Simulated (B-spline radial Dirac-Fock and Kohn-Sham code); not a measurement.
# Successive ionisation energies of niobium: Dirac-Fock against NIST

Calculated with an atomic code on a B-spline grid, using ΔSCF Dirac-Fock with Breit, self-energy and vacuum polarisation, finite nucleus, configuration average. Each value is the difference of the configuration-average energies of two neighbouring ions in their tabulated ground configurations. The model has no electron correlation. NIST's values refer to the lowest levels; many for high charge states are themselves semi-empirical or theoretical. Where a p, d or f shell is open in either ion the computed value averages over both j values and all terms, while the table refers to the lowest levels; that difference holds spin-orbit splitting (largest in heavy or highly charged ions), term energies where several electrons share open shells, and correlation, and it can reach 10 % or more.

| ion | configuration | computed (eV) | NIST (eV) | kind | NIST − computed (eV) |
| --- | --- | --- | --- | --- | --- |
| Nb³³⁺ | [He] 2s2 2p4 | 4397.1 | 4369 ± 9 | semi-empirical | -28.10 |
| Nb³⁴⁺ | [He] 2s2 2p3 | 4576.3 | 4540 ± 30 | semi-empirical | -36.29 |
| Nb³⁵⁺ | [He] 2s2 2p2 | 4758.4 | 4815 ± 5 | semi-empirical | +56.56 |
| Nb³⁶⁺ | [He] 2s2 2p1 | 4943.5 | 5011 ± 4 | semi-empirical | +67.46 |
| Nb³⁷⁺ | [He] 2s2 | 5258.0 | 5265 ± 5 | semi-empirical | +7.00 |
| Nb³⁸⁺ | [He] 2s1 | 5425.9 | 5426.066 ± 0.015 | theoretical | +0.19 |
| Nb³⁹⁺ | 1s2 | 22646.1 | 22648.05 ± 0.007 | theoretical | +1.96 |
| Nb⁴⁰⁺ | 1s1 | 23389.0 | 23388.85 | theoretical | -0.11 |

Question: Where in this range is the largest relative jump, and why?

Answer: From Nb³⁸⁺ (5425.9 eV) to Nb³⁹⁺ (22646.1 eV), a factor of 4.17. The configuration goes from [He] 2s1 to 1s2, so the next electron comes out of a deeper subshell.
